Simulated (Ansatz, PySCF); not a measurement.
Gas-phase reaction (SMILES): C[O][Al]([Br])[Br] + [H][H] (H2) -> [Br][AlH][Br] + CO (CH4O); hydrogen cleaves one Al-O bond, a model of a ligand-exchange step.

Each molecule is optimised on its own at B3LYP-D3(BJ)/def2-TZVP (Ansatz, an electronic-structure program), one conformer each, not searched for the lowest. Valence correlation only, unless marked. Spin-orbit coupling is left out. The frozen core is the preceding noble-gas configuration, with the filled d and f shells of earlier blocks. No relativistic terms. CBS marks a two-point X^-3 extrapolation of the correlation energy; Hartree-Fock from the larger set. Thermal terms are rigid-rotor harmonic-oscillator values from B3LYP-D3(BJ) frequencies (Ansatz or PySCF) at 298.15 K and 1 atm. 1 Eh = 627.5095 kcal/mol.

| species | E, CCSD(T)/CBS(def2-TZVPP,def2-QZVPP) (Ansatz) (Eh) | E, r2SCAN-D4/def2-TZVPD (Ansatz + dftd4) (Eh) | H - E (Eh) |
|---|---|---|---|
| C[O][Al]([Br])[Br] | -5502.58957 | -5506.00552 | 0.05326 |
| [H][H] (H2) | -1.17455 | -1.17100 | 0.01336 |
| [Br][AlH][Br] | -5388.10907 | -5391.42592 | 0.01468 |
| CO (CH4O) | -115.61116 | -115.70530 | 0.05533 |

Q: Work out ΔE and ΔH at 298.15 K at the first level, then ΔH at the second.

A: 
1. ΔE = [(-5388.10907) + (-115.61116)] - [(-5502.58957) + (-1.17455)] = 0.04389 Eh = 27.5 kcal/mol at CCSD(T)/CBS(def2-TZVPP,def2-QZVPP).
2. The terms H - E add up to 0.00339 Eh, so ΔH = (0.04389 + (0.00339))×627.5095 = 29.7 kcal/mol.
3. At r2SCAN-D4/def2-TZVPD the same steps give ΔE = 28.4 and ΔH = 30.6 kcal/mol, a shift of +0.9 from the first level.
4. These values are not checked against measurement here, since the tables used lack a sound gas-phase enthalpy of formation for at least one species.
